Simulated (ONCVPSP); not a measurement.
# Before and after: ONCV potential for neon

Ne (Z = 10), optimised norm-conserving Vanderbilt (ONCV), made with ONCVPSP 4.0.1 (PBE, scalar-relativistic). Core [He], reference 2s2 2p4 (charge +2). Waves: 2s: rc 0.60 bohr, ncon 5, nbas 8, qcut 13.9 1/bohr, local; 2p: rc 1.35 bohr, ncon 4, nbas 9, qcut 10.1 1/bohr, 1 projector; d scattering state at 0.18 Ha: rc 1.05 bohr, ncon 4, nbas 7, qcut 9.2 1/bohr, 2 projectors, debl 0.7 Ha. Local part: the s channel. Core correction: Teter function, fcfact 5.5, rcfact 1.55.

Change: p: qcut 11.8.

Cutoffs: the cutoffs (Ha) at which the residual kinetic energy of the hardest occupied pseudo-wave falls to 1 and 0.1 mHa per electron; they do not see the model core or the augmentation charge, which bear on the density cutoff. Errors are all-electron minus pseudo energies relative to the spin-unpolarised reference configuration.

Predict the effect on cutoff, ghosts and configuration errors.

The potential gets neither clearly harder nor softer (76 Ha and 208 Ha → 76 Ha and 208 Ha); the s channel sets the loose cutoff, while the largest relative change is in p, which becomes harder; of the 4 tests that both files solve, the error grows in 0 and shrinks in 4 by more than 15 % and 0.3 meV (median size 241.9 → 173.9 meV); neither file shows a bound ghost.

```csv
quantity,base,changed
"cutoff, loose",76 Ha,76 Ha
"cutoff, tight",208 Ha,208 Ha
loose cutoff by channel,"s 76 Ha, p 39 Ha","s 76 Ha, p 46 Ha"
bound ghosts,none,none
GHOST(+) flags under 300 eV,none,none
"error for 2s2 2p6, meV [ΔE -65.74 eV]",+231,+161
"error for 2s2 2p5, meV [ΔE -43.27 eV]",+106,+76
"error for 2s2 2p3, meV [ΔE 67.43 eV]",+253,+186
"error for 2s2 2p2, meV [ΔE 162.06 eV]",+1448,+1088
s: phases at 0.61 bohr within 0.05 rad from the reference energy up to (Ha; the scan ends near 5),to the end of the scan,to the end of the scan
p: phases at 1.37 bohr within 0.05 rad from the reference energy up to (Ha; the scan ends near 5),0.1,0.3
d: phases at 1.06 bohr within 0.05 rad from the reference energy up to (Ha; the scan ends near 5),to the end of the scan,to the end of the scan
"rms error of d²Exc/dni dnj with the model core, mHa",2.68,2.59
```
